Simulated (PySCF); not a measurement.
## Stationary points of SrH₂

Computed with PySCF, PBE0, basis Sr def2-TZVP with ECP28, H def2-TZVP (scalar-relativistic core potentials, no spin–orbit coupling, density fitting).

Relaxations began from a few typed shapes. The search is not exhaustive: other isomers or separated fragments can lie lower, and high-lying points may rest on an excited occupation.

```
   spin  group              bonds         angles  imaginary modes (cm⁻¹)  ΔE (kJ/mol)  ΔE with ZPE (kJ/mol)
singlet    C2v  Sr–H 2.159 Å (×2)  H–Sr–H 124.3°                    none          0.0                   0.0
singlet    D∞h  Sr–H 2.230 Å (×2)  H–Sr–H 180.0°              273i, 273i         14.4                     –
```

The lowest minimum found is the singlet C2v: Sr–H 2.159 Å (×2); H–Sr–H 124.3°.

Counting electrons, strontium keeps none of its valence electrons outside its bonds, so the VSEPR class is AX2 and the expected shape is linear (D∞h). The calculation gives C2v instead. Heavy alkaline-earth centres are the known exception: their polarisable core and low (n−1)d orbitals favour bending; the Mulliken d population here is 0.46.
